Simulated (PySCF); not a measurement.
Vertical excitations of a molecule CH3F3OSi from TDA-PBE/def2-SVPD run with PySCF 2.14.0, as energy in eV (oscillator strength): 7.16 (0.028), 7.58 (0.022), 7.69 (0.022), 7.98 (0.001), 8.06 (0.010), 8.40 (0.006), 8.46 (0.021), 8.72 (0.052), 8.89 (0.023), 9.04 (0.004). Lowest triplet (TDA): 6.69 eV. Coordinates come from a ωB97X-D3(BJ)/def2-SVP optimisation. Other conformers were not sampled.

Identify the compound among the candidates.
(A) OC[Si](F)(F)F
(B) CO[Si](F)(F)F
(C) O[SiH2]C(F)(F)F
(D) O[Si](F)(F)CF

D, O[Si](F)(F)CF
